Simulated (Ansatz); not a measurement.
`O[SiH](O)O[Si](O)(F)F` + NH₃ → `N[SiH](O)O` + `O[Si](O)(F)F`  (ligand exchange at the Si–O bond)

Program: Ansatz. Geometries: PBE0-D4/def2-TZVP. ΔE: electronic, gas phase. CCSD(T)/CBS is the MP2 limit (def2-TZVPP, def2-QZVPP) plus CCSD(T) − MP2 in def2-TZVPP, frozen cores. This one scheme is used for every species. One conformer a species, not always the lowest.

```
             level  ΔE (kJ/mol)
     HF/def2-TZVPP         78.6
CCSD(T)/def2-TZVPP         75.3
```

(1) What does CCSD(T)/CBS give? (Best estimate.)

Largest T1 diagnostic among the species: 0.012.

Answers

(1) Ansatz gave: +74.9 kJ/mol. The listed levels differ from it by 3.7, 0.4 kJ/mol.

The D4 term adds +8.3 kJ/mol with B3LYP and +5.0 kJ/mol with PBE0; it sums over pairs of atoms, weighted by their polarisabilities, and B3LYP, whose exchange is more repulsive, gets the larger term. In def2-TZVPP, CCSD(T) changes the Hartree–Fock value by −3.3 kJ/mol (the triples alone add −0.2 kJ/mol) and MP2 by −5.0 kJ/mol.

B3LYP here is the variant with VWN-RPA as its local correlation; programs differ in this.
